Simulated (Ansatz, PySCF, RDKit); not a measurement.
Pair of molecules: HF (SMILES F) (first 2 atoms) with C2H3N (SMILES CC#N); geometry from B3LYP-D3(BJ)/def2-TZVP, rigid monomers moved along the line of their centres of mass till H2···N5 is 1.59 Å.
(charge 0, multiplicity 1):
```xyz
8

F      0.48256    -0.31717    -0.34942
H      0.35995    -0.18489     0.57558
C     -0.18661     0.40291     4.69015
C      0.00277     0.19943     3.26529
N      0.15225     0.03878     2.14037
H     -1.19914     0.11677     4.97504
H      0.52472    -0.20435     5.25005
H     -0.03087     1.45256     4.93958
```

Monomers are frozen at their geometry in the pair; levels with a basis set take the counterpoise correction. Rows marked so take none. RDKit's UFF carries no charges.

Rows in 6-311+G**, 6-31G* carry no dispersion term and start afresh at each structure (6-31G* with six Cartesian d functions).

Run with Ansatz (a quantum-chemistry and plane-wave program); PySCF for 6-311+G** rows, 6-31G* rows, the dispersion terms; RDKit for the force fields. 

One of these levels gives -5.64 kcal/mol for the interaction energy. Name it.
A. PBE-D3(BJ)/def2-TZVPPD
B. B3LYP/6-311+G** (no counterpoise)
C. UFF
D. B3LYP/6-31G*

D, B3LYP/6-31G*. The others give 278.08 (UFF), -9.68 (PBE-D3(BJ)/def2-TZVPPD), -8.90 (B3LYP/6-311+G** (no counterpoise))
